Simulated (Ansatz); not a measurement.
Ge(SMe)H3 (CH6GeS). Total charge 0; singlet. Geometry relaxed at PBE-D4/def2-SVP.

Cartesian coordinates in Å:
```
Ge -1.256 -0.139 -0.889
S 0.101 1.354 0.078
C 1.274 0.206 0.901
H 0.764 -0.436 1.647
H 2.013 0.839 1.426
H 1.810 -0.429 0.167
H -0.470 -1.014 -1.906
H -2.348 0.686 -1.610
H -1.889 -1.068 0.186
```

(1) Estimate the harmonic wavenumbers at RKS PBE-D4/def2-SVP (Ansatz, unscaled). Is this a minimum?

Results:

(1) 101, 142, 159, 392, 544, 544, 694, 797, 828, 859, 929, 944, 1284, 1396, 1405, 2057, 2061, 2108, 2973, 3075, 3090 cm⁻¹. Yes, no mode is imaginary beyond noise. Zero-point energy 157.8 kJ/mol. Hardware: 2 threads of AMD EPYC 9R45 on a shared host. Wall time 20 s.
